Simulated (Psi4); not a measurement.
Internal rotation in SMILES CC/C=C\C, singlet. Scanned: dihedral C2–C3–C4–C5; all other coordinates were relaxed at GFN2-xTB. Points at φ and −φ are mirror images.

Geometry of the scan point at -15° (Å):
```
15

C     -2.2421    -0.1424     0.0631
C     -1.2607     0.9464    -0.2520
C      0.0249     0.8544    -0.5603
C      0.9465    -0.3251    -0.6853
C      0.4918    -1.6559    -0.0991
H     -2.3419    -0.8305    -0.7747
H     -3.2208     0.2865     0.2641
H     -1.9380    -0.7146     0.9364
H     -1.6857     1.9428    -0.2369
H      0.5396     1.7846    -0.7779
H      1.8937    -0.0444    -0.2127
H      1.1624    -0.4617    -1.7519
H      1.2922    -2.3868    -0.2027
H      0.2654    -1.5522     0.9587
H     -0.3828    -2.0400    -0.6135
```

Computed with Psi4 with PBE-D3(BJ)/def2-TZVP // GFN2-xTB.

Scanned values (°): -165, -150, -135, -120, -105, -90, -75, -60, -45, -30, -15, 0, 15, 30, 45, 60, 75, 90, 105, 120, 135, 150, 165, 180.

### Question
Locate the minima and the barriers on this grid.

### Answer
Lower than their neighbours: -120° (0.0 kcal/mol), 120° (0.0 kcal/mol). Higher than their neighbours: 0° (4.0 kcal/mol), 180° (1.0 kcal/mol). The whole profile spans 4.0 kcal/mol.
